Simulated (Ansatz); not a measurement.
Molecule: C2, net charge 0, singlet state. This is an excited singlet: at this geometry the triplet lies 0.96 eV lower at wB97M-V/def2-TZVPD. SMILES: [C][C]
Coordinates optimised at B3LYP-D3(BJ)/def2-TZVP (Ansatz, a quantum-chemistry and plane-wave program):
```xyz
2

C      0.0000     0.0000    -0.6236
C      0.0000     0.0000     0.6236
```
Charge 0, spin multiplicity 1.

Problem. Give the harmonic wavenumbers at B3LYP-D3(BJ)/def2-TZVP (Ansatz, finite differences of forces, unscaled).

Solution. 1877 cm⁻¹. Zero-point energy 2.7 kcal/mol.

Problem. From these and the geometry, give the ideal-gas thermochemistry at 298.15 K and 1 atm (rigid rotor, harmonic oscillator).

Solution. Point group D∞h, rotational symmetry number 2. Rotational constants 54.11, 54.11 GHz. S(trans) 35.47, S(rot) 10.04, S(vib) 0.00, S(elec, spin only) 0.00, S 45.5 cal/(mol K). H(298) - H(0) 2.07 kcal/mol; G - E(el) -8.8 kcal/mol.
